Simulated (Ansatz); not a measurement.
Reaction (atomization): `F[BH][GeH2][F]` → B• + 2 F• + Ge• + 3 H•

Calculated with Ansatz (gas phase, PBE0-D4/def2-TZVP geometries, no zero-point term in ΔE). CBS: MP2 limit from def2 TZ/QZ plus the TZ coupled-cluster correction, frozen cores. This one scheme is used for every species, atoms too. DFT in def2-TZVPP. HSE06 is defined as in plane-wave codes. Open shells (•) are unrestricted, without spin–orbit coupling. Spin–orbit coupling would lower the free atoms: a little for B, F; clearly for Ge. For Ge outer-core shells are correlated without core-valence functions, so the limit isn't a true one: a few kJ/mol of doubt a bond, and 10 to 20 or more in all where bonds break to atoms. Scalar relativity is left out up to krypton. Each species was taken in one conformer, which may not be the lowest.

CCSD(T)/CBS gives +24.40 eV.

Task: Another level gave +24.47 eV. Which?
A. r2SCANh/def2-TZVPP
B. HSE06/def2-TZVPP
C. MP2/def2-TZVPP
D. PBE/def2-TZVPP

Result: C. MP2/def2-TZVPP 24.47, r2SCANh 24.27, HSE06 24.07, PBE 24.56 eV.

Largest T1 diagnostic among the species: 0.014.

In def2-TZVPP, CCSD(T) changes the Hartree–Fock value by +5.66 eV (the triples alone add +0.34 eV) and MP2 by +6.23 eV; breaking electron pairs costs correlation energy, which Hartree–Fock lacks. The D4 term adds +0.17 eV with B3LYP and +0.09 eV with PBE0; it sums over pairs of atoms, weighted by their polarisabilities, and B3LYP, whose exchange is more repulsive, gets the larger term.

B3LYP here is the variant with VWN-RPA as its local correlation; programs differ in this.

For atomizations the MP2-based limit and the directly extrapolated one differ by several kJ/mol either way, and by 10 to 25 for some Ge, Se and Sn compounds, so smaller differences from it don't rank the levels.
